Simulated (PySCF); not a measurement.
PySCF input file for C₄H₅BFN, SMILES N#C[C@H]1CCB1F, TDDFT-PBE0/def2-SVPD. Geometry: B3LYP-D3(BJ)/def2-SVP. The structure was generated by enumeration; whether it is a known compound was not checked.

```python
import numpy as np
from pyscf import gto, scf, dft, tdscf

mol = gto.M(
    atom='''
    N     2.76708045    0.08478285   -0.39975340
    C     1.62063680    0.22676678   -0.50560452
    C     0.18260677    0.36369601   -0.60773407
    C    -0.67912930   -0.86275286   -1.10122242
    C    -1.80697410   -0.64258687   -0.03892388
    B    -0.76355409    0.28813848    0.67825344
    F    -0.60044748    0.71347701    1.91014386
    H    -0.06898336    1.26439476   -1.19626794
    H    -0.13906339   -1.80536176   -0.93519688
    H    -0.98211840   -0.81124600   -2.15667878
    H    -2.66255934   -0.08356461   -0.45495875
    H    -2.19788170   -1.53042602    0.47972350
    ''',
    basis='def2-SVPD',
    charge=0,
    spin=0,
    max_memory=1600,
    verbose=4,
)
mf = dft.RKS(mol, xc='pbe0').density_fit(auxbasis='def2-universal-jkfit')
mf.grids.level = 3
mf.conv_tol = 1e-9
mf.max_cycle = 100
mf.kernel()
mf.grids = dft.Grids(mol).set(level=1).build(with_non0tab=True)  # coarser grid for the response kernel
td = tdscf.TDDFT(mf)
td.singlet = True
td.nstates = 10
td.conv_tol = 1e-4
td.positive_eig_threshold = 1e-6
td.kernel(x0=td.get_init_guess(mf, 15))
td.analyze()
tt = tdscf.TDA(mf)
tt.singlet = False
tt.nstates = 4
tt.conv_tol = 1e-4
tt.positive_eig_threshold = 1e-6
tt.kernel(x0=tt.get_init_guess(mf, 9))
tt.analyze(verbose=3)
```

Log of the run:

```
PySCF version 2.14.0

[INPUT] verbose = 4
[INPUT] num. atoms = 12
[INPUT] num. electrons = 50
[INPUT] charge = 0
[INPUT] spin (= nelec alpha-beta = 2S) = 0
[INPUT] symmetry False subgroup None
[INPUT] Mole.unit = angstrom
[INPUT] Symbol           X                Y                Z      unit          X                Y                Z       unit  Magmom
[INPUT]  1 N      2.767080450000   0.084782850000  -0.399753400000 AA    5.229024215138   0.160216366560  -0.755424443364 Bohr   0.0
[INPUT]  2 C      1.620636800000   0.226766780000  -0.505604520000 AA    3.062559699392   0.428527108349  -0.955454070142 Bohr   0.0
[INPUT]  3 C      0.182606770000   0.363696010000  -0.607734070000 AA    0.345076783791   0.687285851497  -1.148450948867 Bohr   0.0
[INPUT]  4 C     -0.679129300000  -0.862752860000  -1.101222420000 AA   -1.283368380168  -1.630366618585  -2.081008776031 Bohr   0.0
[INPUT]  5 C     -1.806974100000  -0.642586870000  -0.038923880000 AA   -3.414686163182  -1.214313195541  -0.073555472905 Bohr   0.0
[INPUT]  6 B     -0.763554090000   0.288138480000   0.678253440000 AA   -1.442908111392   0.544502813148   1.281713244644 Bohr   0.0
[INPUT]  7 F     -0.600447480000   0.713477010000   1.910143860000 AA   -1.134681289385   1.348276145074   3.609648753920 Bohr   0.0
[INPUT]  8 H     -0.068983360000   1.264394760000  -1.196267940000 AA   -0.130359657552   2.389359809735  -2.260618778198 Bohr   0.0
[INPUT]  9 H     -0.139063390000  -1.805361760000  -0.935196880000 AA   -0.262791721054  -3.411639282163  -1.767265975748 Bohr   0.0
[INPUT] 10 H     -0.982118400000  -0.811246000000  -2.156678780000 AA   -1.855934797896  -1.533032759649  -4.075532232861 Bohr   0.0
[INPUT] 11 H     -2.662559340000  -0.083564610000  -0.454958750000 AA   -5.031507943003  -0.157914226606  -0.859747435474 Bohr   0.0
[INPUT] 12 H     -2.197881700000  -1.530426020000   0.479723500000 AA   -4.153394467193  -2.892086031708   0.906546030518 Bohr   0.0

nuclear repulsion = 251.430899296301
number of shells = 77
number of NR pGTOs = 263
number of NR cGTOs = 183
basis = def2-SVPD
ecp = {}


[settings echo left out]
init E= -335.056720659465
  HOMO = -0.334210725857132  LUMO = -0.0781661753961833  gap/eV = 6.96733
cycle= 1 E= -334.215793768342  delta_E= 0.841  |g|= 0.565  |ddm|= 5.41
  HOMO = -0.26810651119343  LUMO = -0.0530776415918544  gap/eV = 5.85123
cycle= 2 E= -334.043963741734  delta_E= 0.172  |g|= 1.08  |ddm|= 1.89
  HOMO = -0.306712877812375  LUMO = -0.039687546967301  gap/eV = 7.26613
cycle= 3 E= -334.280539985962  delta_E= -0.237  |g|= 0.184  |ddm|= 1.29
  HOMO = -0.316224677732423  LUMO = -0.0468788367657873  gap/eV = 7.32927
cycle= 4 E= -334.287817175864  delta_E= -0.00728  |g|= 0.0512  |ddm|= 0.226
  HOMO = -0.319011585086278  LUMO = -0.0450721605356854  gap/eV = 7.45427
cycle= 5 E= -334.288294674928  delta_E= -0.000477  |g|= 0.0179  |ddm|= 0.0754
  HOMO = -0.317547863984018  LUMO = -0.0445765993117213  gap/eV = 7.42793
cycle= 6 E= -334.288359626606  delta_E= -6.5e-05  |g|= 0.00291  |ddm|= 0.022
  HOMO = -0.317420247355313  LUMO = -0.0446847541211448  gap/eV = 7.42151
cycle= 7 E= -334.288361465175  delta_E= -1.84e-06  |g|= 0.000877  |ddm|= 0.00607
  HOMO = -0.317492658209539  LUMO = -0.0446440823505525  gap/eV = 7.42459
cycle= 8 E= -334.288361668593  delta_E= -2.03e-07  |g|= 0.000168  |ddm|= 0.00203
  HOMO = -0.317493580864661  LUMO = -0.0446557779278387  gap/eV = 7.42429
cycle= 9 E= -334.288361674975  delta_E= -6.38e-09  |g|= 6.4e-05  |ddm|= 0.00034
  HOMO = -0.317490478092449  LUMO = -0.0446543406642985  gap/eV = 7.42425
cycle= 10 E= -334.288361675933  delta_E= -9.58e-10  |g|= 1.32e-05  |ddm|= 0.000103
  HOMO = -0.317490824331139  LUMO = -0.044651890278494  gap/eV = 7.42433
Extra cycle  E= -334.288361675878  delta_E= 5.56e-11  |g|= 2.09e-05  |ddm|= 5.41e-05
converged SCF energy = -334.288361675878
tot grids = 48680
Overwritten attributes  positive_eig_threshold  of <class 'pyscf.tdscf.rks.TDDFT'>


******** <class 'pyscf.tdscf.rks.TDDFT'> for <class 'pyscf.df.df_jk.DFRKS'> ********
nstates = 10 singlet
deg_eia_thresh = 1.000e-03
wfnsym = None
conv_tol = 0.0001
eigh lindep = 1e-12
eigh level_shift = 0
eigh max_cycle = 100


Excitation energies (eV)
[5.82448617 6.6772621  7.01101457 7.10834891 7.65527287 7.81586893
 7.83267474 8.01238555 8.11664836 8.23362832]

** Singlet excitation energies and oscillator strengths **
Excited State   1:      5.82449 eV    212.87 nm  f=0.0035
      23 -> 26       -0.15627
      25 -> 26        0.67351
Excited State   2:      6.67726 eV    185.68 nm  f=0.0102
      23 -> 26       -0.16604
      24 -> 26       -0.66648
      25 -> 26       -0.11717
Excited State   3:      7.01101 eV    176.84 nm  f=0.0073
      22 -> 26       -0.11034
      23 -> 26        0.62876
      24 -> 26       -0.15229
      25 -> 26        0.11942
      25 -> 27       -0.12235
      25 -> 28       -0.12004
Excited State   4:      7.10835 eV    174.42 nm  f=0.0092
      23 -> 26       -0.16401
      24 -> 26        0.12343
      25 -> 27       -0.52044
      25 -> 28       -0.29657
      25 -> 29       -0.23444
Excited State   5:      7.65527 eV    161.96 nm  f=0.0003
      20 -> 26        0.16456
      21 -> 26        0.11602
      22 -> 26       -0.25077
      24 -> 27       -0.25425
      24 -> 28       -0.21751
      24 -> 29       -0.10590
      25 -> 27       -0.21843
      25 -> 28        0.37050
      25 -> 29       -0.15216
      25 -> 31       -0.16427
Excited State   6:      7.81587 eV    158.63 nm  f=0.0035
      22 -> 26        0.10074
      24 -> 27        0.26452
      24 -> 29        0.16026
      25 -> 27       -0.37375
      25 -> 28        0.25370
      25 -> 29        0.32302
      25 -> 30        0.17521
Excited State   7:      7.83267 eV    158.29 nm  f=0.0021
      20 -> 26        0.16657
      21 -> 26        0.17509
      22 -> 26       -0.54204
      23 -> 26       -0.11879
      24 -> 27        0.21503
      24 -> 29        0.11939
      25 -> 28       -0.16522
      25 -> 29        0.11215
Excited State   8:      8.01239 eV    154.74 nm  f=0.0102
      21 -> 26        0.31110
      22 -> 26        0.16561
      24 -> 28       -0.35193
      24 -> 29        0.29540
      24 -> 31        0.27586
      25 -> 28       -0.15902
Excited State   9:      8.11665 eV    152.75 nm  f=0.0013
      21 -> 26        0.58713
      22 -> 26        0.14860
      24 -> 28        0.19221
      24 -> 29       -0.17312
      24 -> 31       -0.15733
Excited State  10:      8.23363 eV    150.58 nm  f=0.0095
      20 -> 26       -0.64216
      22 -> 26       -0.22991

** Transition electric dipole moments (AU) **
state          X           Y           Z        Dip. S.      Osc.
  1         0.1543     -0.0066     -0.0235      0.0244      0.0035
  2        -0.1486      0.1583      0.1242      0.0626      0.0102
  3         0.1130     -0.1688     -0.0352      0.0425      0.0073
  4         0.1613      0.1640     -0.0009      0.0529      0.0092
  5         0.0373      0.0037     -0.0111      0.0015      0.0003
  6         0.0821      0.1028      0.0288      0.0181      0.0035
  7         0.0848      0.0129     -0.0604      0.0110      0.0021
  8         0.1646      0.1456      0.0599      0.0519      0.0102
  9         0.0723     -0.0371     -0.0116      0.0067      0.0013
 10         0.1789      0.0824      0.0916      0.0472      0.0095

** Transition velocity dipole moments (imaginary part, AU) **
state          X           Y           Z        Dip. S.      Osc.
  1         0.0334     -0.0020     -0.0056      0.0011      0.0036
  2        -0.0365      0.0431      0.0301      0.0041      0.0111
  3         0.0317     -0.0448     -0.0089      0.0031      0.0080
  4         0.0438      0.0431      0.0003      0.0038      0.0096
  5         0.0141     -0.0002     -0.0030      0.0002      0.0005
  6         0.0274      0.0297      0.0086      0.0017      0.0040
  7         0.0268      0.0025     -0.0141      0.0009      0.0021
  8         0.0469      0.0447      0.0165      0.0045      0.0101
  9         0.0200     -0.0118     -0.0032      0.0005      0.0012
 10         0.0539      0.0250      0.0278      0.0043      0.0095

** Transition magnetic dipole moments (imaginary part, AU) **
state          X           Y           Z
  1         0.0567      0.3515      0.9347
  2        -0.0040      0.0648      0.3270
  3         0.0631     -0.2435     -0.4658
  4         0.3637      0.0299      0.2518
  5         0.0261      0.4295      0.0600
  6         0.1864     -0.1294      0.1761
  7         0.1801      0.3643      0.4213
  8        -0.3079     -0.0912      0.1073
  9        -0.0687     -0.2075      0.4324
 10        -0.1597     -0.0650     -0.1852
Overwritten attributes  positive_eig_threshold  of <class 'pyscf.tdscf.rks.TDA'>


******** <class 'pyscf.tdscf.rks.TDA'> for <class 'pyscf.df.df_jk.DFRKS'> ********
nstates = 4 triplet
deg_eia_thresh = 1.000e-03
wfnsym = None
conv_tol = 0.0001
eigh lindep = 1e-12
eigh level_shift = 0
eigh max_cycle = 100


Excitation energies (eV)
[5.28647402 5.98112838 6.19301183 6.47608491]

** Triplet excitation energies and oscillator strengths **
Excited State   1:      5.28647 eV    234.53 nm  f=0.0000
Excited State   2:      5.98113 eV    207.29 nm  f=0.0000
Excited State   3:      6.19301 eV    200.20 nm  f=0.0000
Excited State   4:      6.47608 eV    191.45 nm  f=0.0000
```

The calculation finished and met its thresholds.
